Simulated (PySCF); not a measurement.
C9H9F3.
SMILES with atom numbers: `[CH:1]#[C:2][C@@H:3]1/[C:4](=[CH:5]\[CH3:6])[CH2:7][C@@H:8]1[C:9]([F:10])([F:11])[F:12]`

Geometry (GFN2-xTB, Å), atoms numbered from 1 in this order:
```xyz
21
C9H9F3 angstrom
C     -0.3624    2.6163   -0.6781
C     -0.2313    1.6306   -0.0123
C     -0.0646    0.4272    0.7676
C      0.6617   -0.7182    0.0827
C      1.8505   -0.8298   -0.4749
C      2.8560    0.2691   -0.5587
C     -0.5048   -1.6548    0.2573
C     -1.3021   -0.5048    0.9054
C     -2.5290   -0.0983    0.1204
F     -3.4922   -1.0380    0.2220
F     -3.0774    1.0428    0.5663
F     -2.3098    0.0616   -1.1899
H     -0.4804    3.4836   -1.2554
H      0.3622    0.6869    1.7417
H      2.1397   -1.7776   -0.9108
H      2.4668    1.1887   -0.1305
H      3.7662   -0.0153   -0.0314
H      3.1189    0.4512   -1.5998
H     -0.9304   -2.0270   -0.6748
H     -0.3208   -2.4998    0.9195
H     -1.6258   -0.6773    1.9332
```

NICS = −σ at a ghost point: NICS(0) at the centroid of the ring atoms, NICS(1) 1 Å to either side along the normal of their mean plane, zz for the tensor component along that normal. Level: GIAO PBE0/pcSseg-1 (PySCF, non-relativistic, gas phase) on the GFN2-xTB geometry, one conformer.

Ring bond lengths (Å), with Mayer bond orders in brackets: C3–C4 1.519 (0.95), C4–C7 1.506 (1.03), C7–C8 1.542 (1.01), C8–C3 1.555 (0.96).

Problem. Give the NICS values of each ring in ppm.

Solution. 
```json
{"ring": "C3–C4–C7–C8", "type": "4-membered carbocycle; formal bonds all single", "NICS(0)": "1.5", "NICS(1), two faces": "-1.3 / -0.5", "NICS(1)zz, two faces": "0.7 / 4.2", "rms pucker (Å)": "0.01", "centre to ring atoms, mean (Å)": "1.08"}
```

Problem. What do they say, and how far can they be read as aromaticity?

Solution. 
- C3–C4–C7–C8: mean NICS(1)zz 2.4 ppm, near zero. C3, C7, C8 have four or more neighbours, and the NICS criterion for π rings isn't applied. The two faces differ by 3.5 ppm, so no symmetry operation interchanges them.

Problem. At the first NICS(1) probe listed for ring C3–C4–C7–C8, 1 Å off the ring, how large is the induced field along the normal in 7.05 T applied along it?

Solution. NICSzz × B0 = 0.7 ppm × 7.05 T = 5 μT, along the applied field.

Problem. How shielded are the nuclei of the rings and their hydrogens (means over atoms taken as equivalent)?

Solution. 
```json
{"atoms": "C3", "environment": "allylic carbon", "σ isotropic (ppm)": "154.5", "principal values of the symmetric part, first atom (ppm)": "142.2, 155.6, 165.6"}
{"atoms": "C4", "environment": "fully substituted alkene carbon", "σ isotropic (ppm)": "48.3", "principal values of the symmetric part, first atom (ppm)": "-51.3, 57.9, 138.4"}
{"atoms": "C7", "environment": "allylic carbon", "σ isotropic (ppm)": "155.8", "principal values of the symmetric part, first atom (ppm)": "141.9, 152.1, 173.2"}
{"atoms": "C8", "environment": "four-membered-ring carbon", "σ isotropic (ppm)": "148.3", "principal values of the symmetric part, first atom (ppm)": "130.3, 151.7, 162.8"}
{"atoms": "H14", "environment": "methine hydrogen", "σ isotropic (ppm)": "27.78", "principal values of the symmetric part, first atom (ppm)": "24.5, 26.4, 32.5"}
{"atoms": "H19", "environment": "methylene hydrogen", "σ isotropic (ppm)": "28.65", "principal values of the symmetric part, first atom (ppm)": "24.8, 28.4, 32.7"}
{"atoms": "H20", "environment": "methylene hydrogen", "σ isotropic (ppm)": "28.79", "principal values of the symmetric part, first atom (ppm)": "24.7, 27.0, 34.6"}
{"atoms": "H21", "environment": "methine hydrogen", "σ isotropic (ppm)": "28.82", "principal values of the symmetric part, first atom (ppm)": "25.1, 28.0, 33.4"}
```

The run took 62 s wall (with the writing of density and orbital grids) on one thread, AMD EPYC 9R45 (x86_64), no GPU, shared host, and the process peaked at 1.1 GiB of memory. This is the whole shielding run at PBE0/pcSseg-1, SCF included.
